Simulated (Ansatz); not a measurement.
CH₇FO₃Si₂ (`O[SiH](O)C[SiH](O)F`), relaxed with RKS PBE0-D4/def2-TZVP in Ansatz from a GFN2-xTB geometry. The force threshold is 0.005 eV/Å; the program also tests the step.

The species carries charge 0 and has multiplicity 1.

Start:

```xyz
14

O     1.276   -1.604   -0.876
Si    1.418   -0.154   -0.184
O     1.118    0.959   -1.356
C     0.129    0.097    1.197
Si   -1.618   -0.031    0.483
O    -1.820    0.897   -0.821
F    -1.762   -1.578    0.001
H     0.420   -2.005   -1.009
H     2.800   -0.100    0.264
H     1.359    1.870   -1.225
H     0.265    1.066    1.672
H     0.273   -0.646    1.976
H    -2.755    0.247    1.329
H    -1.102    0.982   -1.451
```

By how much does the energy fall, and how many steps does the optimiser take? (Best estimate.)

Computed: 22.77 kJ/mol, in 18 steps, 2 of them rejected.

Which bonds change most? (Best estimate.)

Ansatz gave: Si2–C4 from 1.906 to 1.857 Å; C4–Si5 from 1.891 to 1.856 Å; Si5–H13 from 1.444 to 1.475 Å; Si2–H9 from 1.453 to 1.480 Å.

Give the relaxed structure. (Best estimate.)

The calculation gave: 
```xyz
14

O     1.409   -1.605   -0.739
Si    1.380   -0.101   -0.096
O     0.963    1.056   -1.214
C     0.057    0.069    1.196
Si   -1.631   -0.049    0.433
O    -1.874    1.153   -0.634
F    -1.648   -1.477   -0.318
H     0.555   -2.007   -0.922
H     2.762    0.137    0.375
H     1.530    1.152   -1.982
H     0.153    1.037    1.699
H     0.189   -0.716    1.947
H    -2.770   -0.060    1.371
H    -1.075    1.411   -1.114
```
